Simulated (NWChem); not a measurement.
System: SiAsH3OF2; SMILES O[Si](F)(F)[AsH2]

Parts of the log:

```
             Northwest Computational Chemistry Package (NWChem) 7.3.0
             --------------------------------------------------------

 C1  symmetry detected

                             Geometry "geometry" -> ""
                             -------------------------

 Output coordinates in angstroms (scale by  1.889725989 to convert to a.u.)

  No.       Tag          Charge          X              Y              Z
 ---- ---------------- ---------- -------------- -------------- --------------
    1 O                    8.0000     1.54026409     1.44771436    -0.01177311
    2 Si                  14.0000     0.01270982     0.85582826    -0.00017898
    3 F                    9.0000    -0.80108589     1.42927701    -1.27336441
    4 F                    9.0000    -0.78148510     1.43026263     1.28490163
    5 As                  33.0000    -0.05794475    -1.47482782     0.00061523
    6 H                    1.0000     1.65760954     2.40409521    -0.00936512
    7 H                    1.0000     1.00884376    -1.51701681     1.08827322
    8 H                    1.0000     0.98881223    -1.51692769    -1.10635491

 Effective nuclear repulsion energy (a.u.)     458.8114668820

                                 NWChem DFT Module
                                 -----------------

 Summary of "ao basis" -> "ao basis" (spherical)
 ------------------------------------------------------------------------------
       Tag                 Description            Shells   Functions and Types
 ---------------- ------------------------------  ------  ---------------------
 O                           6-31g*                  6       14   3s2p1d
 Si                          6-31g*                  8       18   4s3p1d
 F                           6-31g*                  6       14   3s2p1d
 As                          6-31g*                 12       32   5s4p3d
 H                           6-31g*                  2        2   2s

            General Information
            -------------------
          SCF calculation type: DFT
          Wavefunction type:  closed shell.
          No. of atoms     :     8
          No. of electrons :    76
           Alpha electrons :    38
            Beta electrons :    38
          Charge           :     0
          Spin multiplicity:     1
          Use of symmetry is: off; symmetry adaption is: off
          Maximum number of iterations: 150
          AO basis - number of functions:    98
                     number of shells:    44
          Convergence on energy requested:  1.00D-06
          Convergence on density requested:  1.00D-05
          Convergence on gradient requested:  5.00D-04

              XC Information
              --------------
                         B3LYP Method XC Potential
                     Hartree-Fock (Exact) Exchange  0.200
                        Slater Exchange Functional  0.800 local
                    Becke 1988 Exchange Functional  0.720 non-local
              Lee-Yang-Parr Correlation Functional  0.810
                  VWN I RPA Correlation Functional  0.190 local

             Grid Information
             ----------------
          Grid used for XC integration:  medium
          Radial quadrature: Mura-Knowles
          Angular quadrature: Lebedev.
          Tag              B.-S. Rad. Rad. Pts. Rad. Cut. Ang. Pts.
          ---              ---------- --------- --------- ---------
          O                   0.60       49          10.0       434
          Si                  1.10       88          10.0       590
          F                   0.50       49          10.0       434
          As                  1.15      112          11.0       590
          H                   0.35       45          12.0       434
          Grid pruning is: on
          Number of quadrature shells:   482
          Spatial weights used:  Erf1

      Superposition of Atomic Density Guess
      -------------------------------------

 Sum of atomic energies:       -2797.65646909

      Non-variational initial energy
      ------------------------------

 Total energy =   -2798.785770
 1-e energy   =   -4811.914700
 2-e energy   =    1554.317463
 HOMO         =      -0.311326
 LUMO         =       0.045641

     ---------------------------------------------
      Total Density - Mulliken Population Analysis
     ---------------------------------------------

    Atom       Charge   Shell Charges
 -----------   ------   -------------------------------------------------------
    1 O    8     9.00   2.00  0.93  3.13  0.89  2.03  0.01
    2 Si  14    12.26   2.00  2.00  5.97  0.76  0.95  0.12  0.22  0.25
    3 F    9     9.61   2.00  0.95  3.47  1.00  2.19  0.01
    4 F    9     9.61   2.00  0.95  3.47  1.00  2.19  0.01
    5 As  33    33.29   2.00  2.00  6.00  2.00  5.99  1.41  2.45  0.39  0.97  6.91  2.95  0.22
    6 H    1     0.44   0.35  0.09
    7 H    1     0.89   0.41  0.48
    8 H    1     0.89   0.41  0.48

   convergence    iter        energy       DeltaE   RMS-Dens  Diis-err
 ---------------- ----- ----------------- --------- --------- ---------
 d= 0,ls=0.0,diis     1  -2801.8815751189 -3.26D+03  1.62D-02  1.07D+00
 d= 0,ls=0.0,diis     2  -2801.8376664068  4.39D-02  7.61D-03  1.87D+00
 d= 0,ls=0.0,diis     3  -2801.9974487282 -1.60D-01  9.36D-04  2.37D-02
 d= 0,ls=0.0,diis     4  -2801.9992002779 -1.75D-03  2.58D-04  1.44D-03
 d= 0,ls=0.0,diis     5  -2801.9992955926 -9.53D-05  1.02D-04  1.86D-04
  Resetting Diis
 d= 0,ls=0.0,diis     6  -2801.9993121949 -1.66D-05  2.03D-05  8.34D-06
 d= 0,ls=0.0,diis     7  -2801.9993129021 -7.07D-07  1.72D-05  1.04D-06
 d= 0,ls=0.0,diis     8  -2801.9993127855  1.17D-07  9.08D-06  2.41D-06

         Total DFT energy =    -2801.999312785504
      One electron energy =    -4814.703150329988
           Coulomb energy =     1688.745058931056
    Exchange-Corr. energy =     -134.852688268593
 Nuclear repulsion energy =      458.811466882022

 Numeric. integr. density =       76.000031175039

[...]
```

Level: B3LYP/6-31G* (spherical d). Structure relaxed at the PBE0/def2-SVP level.

Task: Which NWChem input produces such a log?

Result: This is not unique; one that fits is the input that was run:
```
start job
memory heap 200 mb stack 900 mb global 1100 mb
geometry units angstroms noautoz
  O      1.547895     1.423958    -0.044757
  Si     0.016214     0.844095    -0.004784
  F     -0.824906     1.447290    -1.246066
  F     -0.740133     1.401090     1.310453
  As    -0.073972    -1.485548    -0.044539
  H      1.673293     2.379172    -0.027975
  H      1.019786    -1.556186     1.014480
  H      0.943855    -1.515593    -1.178550
end
basis spherical
  * library 6-31g*
end
dft
  xc b3lyp
  iterations 150
  mulliken
end
task dft energy
```
